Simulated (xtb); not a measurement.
C6H7O (SMILES [OH2+]c1ccccc1), charge +1, singlet, from a rough starting geometry; GFN2-xTB (xtb).

xtb was given this input:
```
$ xtb mol.xyz --gfn 2 --chrg 1 --opt vtight --json

# file mol.xyz
14

O      2.27091142    -0.43612377     0.22425793
C      0.86242457    -0.20369183     0.10313962
C      0.39486829     1.12413530    -0.20322618
C     -1.00280988     1.25108223    -0.31379066
C     -1.90268938     0.19733231    -0.05722426
C     -1.36004699    -1.03600170     0.16338622
C      0.01661291    -1.24849656     0.26858451
H      2.73648428    -0.24369116    -0.67915688
H      2.70463472     0.10430086     0.89173645
H      1.05927701     1.99107514    -0.38281233
H     -1.40801851     2.28189705    -0.49741444
H     -2.88439731     0.33822616    -0.18884366
H     -2.03088170    -1.90232975     0.34059574
H      0.39953377    -2.23249126     0.45996581
```

What does xtb print? Leave out banner, timings and long lists.


```
   ID    Z sym.   atoms
    1    8 O      1
    2    6 C      2-7
    3    1 H      8-14

           -------------------------------------------------
          |                Calculation Setup                |
           -------------------------------------------------

           -------------------------------------------------
          |                 G F N 2 - x T B                 |
           -------------------------------------------------

          ...................................................
          :                      SETUP                      :
          :.................................................:
          :  # basis functions                  35          :
          :  # atomic orbitals                  35          :
          :  # shells                           21          :
          :  # electrons                        36          :
          :  max. iterations                   250          :
          :  Hamiltonian                  GFN2-xTB          :
          :  restarted?                      false          :
          :  GBSA solvation                  false          :
          :  PC potential                    false          :
          :  electronic temp.          300.0000000     K    :
          :  accuracy                    1.0000000          :
          :  -> integral cutoff          0.2500000E+02      :
          :  -> integral neglect         0.1000000E-07      :
          :  -> SCF convergence          0.1000000E-05 Eh   :
          :  -> wf. convergence          0.1000000E-03 e    :
          :  Broyden damping             0.4000000          :
          :  net charge                          1          :
          :  unpaired electrons                  0          :
          ...................................................

 iter      E             dE          RMSdq      gap      omega  full diag
   1    -20.2534998 -0.202535E+02  0.486E+00    4.60       0.0  T
   2    -20.2820925 -0.285927E-01  0.337E+00    4.49       1.0  T
   3    -20.2758980  0.619452E-02  0.155E+00    4.66       1.0  T
   4    -20.2921267 -0.162287E-01  0.349E-01    4.51       1.0  T
   5    -20.2926680 -0.541307E-03  0.137E-01    4.50       1.0  T
   6    -20.2927471 -0.790617E-04  0.587E-02    4.53       1.0  T
   7    -20.2927597 -0.126332E-04  0.148E-02    4.53       1.8  T
   8    -20.2927598 -0.122025E-06  0.878E-03    4.53       3.0  T
   9    -20.2927603 -0.512628E-06  0.292E-03    4.53       9.1  T
  10    -20.2927604 -0.172714E-07  0.830E-04    4.53      32.2  T
  11    -20.2927604 -0.362483E-08  0.461E-04    4.53      58.0  T

   *** convergence criteria satisfied after 11 iterations ***

         :::::::::::::::::::::::::::::::::::::::::::::::::::::
         ::                     SUMMARY                     ::
         :::::::::::::::::::::::::::::::::::::::::::::::::::::
         :: total energy             -19.969919070856 Eh    ::
         :: gradient norm              0.147745895160 Eh/a0 ::
         :: HOMO-LUMO gap              4.528946018738 eV    ::
         ::.................................................::
         :: SCC energy               -20.292745012448 Eh    ::
         :: -> isotropic ES            0.108554491474 Eh    ::
         :: -> anisotropic ES         -0.005306398612 Eh    ::
         :: -> anisotropic XC          0.012584019139 Eh    ::
         :: -> dispersion             -0.008597152277 Eh    ::
         :: repulsion energy           0.322825941591 Eh    ::
         :: add. restraining           0.000000000000 Eh    ::
         :: total charge               1.000000000000 e     ::
         :::::::::::::::::::::::::::::::::::::::::::::::::::::

      -----------------------------------------------------------
     |                   =====================                   |
     |                        A N C O P T                        |
     |                   =====================                   |
[...]
 * total energy  :   -19.9874747 Eh     change       -0.2356241E-04 Eh
 * total energy  :   -19.9874862 Eh     change       -0.1149850E-04 Eh
 * total energy  :   -19.9874886 Eh     change       -0.2407336E-05 Eh
 * total energy  :   -19.9874962 Eh     change       -0.7634103E-05 Eh
 * total energy  :   -19.9875006 Eh     change       -0.4321463E-05 Eh
 * total energy  :   -19.9875044 Eh     change       -0.3847129E-05 Eh
 * total energy  :   -19.9875102 Eh     change       -0.5736937E-05 Eh
 * total energy  :   -19.9875111 Eh     change       -0.9614828E-06 Eh
 * total energy  :   -19.9875114 Eh     change       -0.2585506E-06 Eh
 * total energy  :   -19.9875119 Eh     change       -0.5382685E-06 Eh
 * total energy  :   -19.9875120 Eh     change       -0.1140505E-06 Eh
 * total energy  :   -19.9875121 Eh     change       -0.4218954E-07 Eh
   *** GEOMETRY OPTIMIZATION CONVERGED AFTER 60 ITERATIONS ***
         :: total energy             -19.987512066517 Eh    ::
[...]
        27                          0.0190307               0.5179
        28                          0.0264043               0.7185
        29                          0.0493155               1.3419
       ...                                ...                  ...
        35                          0.4914661              13.3735
      -------------------------------------------------------------
                  HL-Gap            0.1780469 Eh            4.8449 eV
             Fermi-level           -0.4917726 Eh          -13.3818 eV

     #   Z          covCN         q      C6AA      α(0)
     1   8 O        2.446    -0.219    17.606     5.667
     2   6 C        2.851     0.103    25.705     8.310
     3   6 C        2.914    -0.040    29.006     8.831
     4   6 C        2.926    -0.009    28.242     8.715
     5   6 C        2.918    -0.012    28.315     8.726
     6   6 C        2.926    -0.009    28.242     8.715
     7   6 C        2.914    -0.040    29.006     8.831
     8   1 H        0.803     0.395     0.494     1.104
     9   1 H        0.803     0.395     0.494     1.104
    10   1 H        0.926     0.079     1.990     2.206
    11   1 H        0.926     0.093     1.852     2.128
    12   1 H        0.926     0.093     1.848     2.126
    13   1 H        0.926     0.093     1.852     2.128
    14   1 H        0.926     0.079     1.990     2.206

 Mol. C6AA /au·bohr⁶  :       1956.308533
 Mol. C8AA /au·bohr⁸  :      47707.177022
 Mol. α(0) /au        :         70.797969

Wiberg/Mayer (AO) data.
largest (>0.10) Wiberg bond orders for each atom

 ---------------------------------------------------------------------------
     #   Z sym  total        # sym  WBO       # sym  WBO       # sym  WBO
 ---------------------------------------------------------------------------
     1   8 O    2.525 --     9 H    0.824     8 H    0.824     2 C    0.803
     2   6 C    3.803 --     7 C    1.421     3 C    1.421     1 O    0.803
                             5 C    0.102
     3   6 C    3.985 --     4 C    1.425     2 C    1.421    10 H    0.959
                             6 C    0.111
     4   6 C    3.983 --     5 C    1.441     3 C    1.425    11 H    0.963
                             7 C    0.111
     5   6 C    3.983 --     6 C    1.442     4 C    1.441    12 H    0.963
                             2 C    0.102
     6   6 C    3.983 --     5 C    1.442     7 C    1.425    13 H    0.963
                             3 C    0.111
     7   6 C    3.985 --     6 C    1.425     2 C    1.421    14 H    0.959
                             4 C    0.111
     8   1 H    0.843 --     1 O    0.824
     9   1 H    0.843 --     1 O    0.824
    10   1 H    0.994 --     3 C    0.959
    11   1 H    0.991 --     4 C    0.963
    12   1 H    0.991 --     5 C    0.963
    13   1 H    0.991 --     6 C    0.963
    14   1 H    0.994 --     7 C    0.959
 ---------------------------------------------------------------------------

Topologies differ in total number of bonds
Writing topology from bond orders to xtbtopo.mol

molecular dipole:
                 x           y           z       tot (Debye)
 q only:        2.393      -0.312      -0.201
   full:        2.757      -0.370      -0.330       7.121
molecular quadrupole (traceless):
                xx          xy          yy          xz          yz          zz
 q only:       17.946      -2.674      -3.679      -0.719      -1.143     -14.266
  q+dip:       20.028      -2.765      -1.533      -1.592      -1.800     -18.495
   full:       19.335      -2.930      -3.273      -1.865      -1.265     -16.063

optimized geometry written to: xtbopt.xyz

           -------------------------------------------------
          | TOTAL ENERGY              -19.987512066517 Eh   |
          | GRADIENT NORM               0.000060227157 Eh/α |
          | HOMO-LUMO GAP               4.844901699751 eV   |
           -------------------------------------------------

normal termination of xtb
```
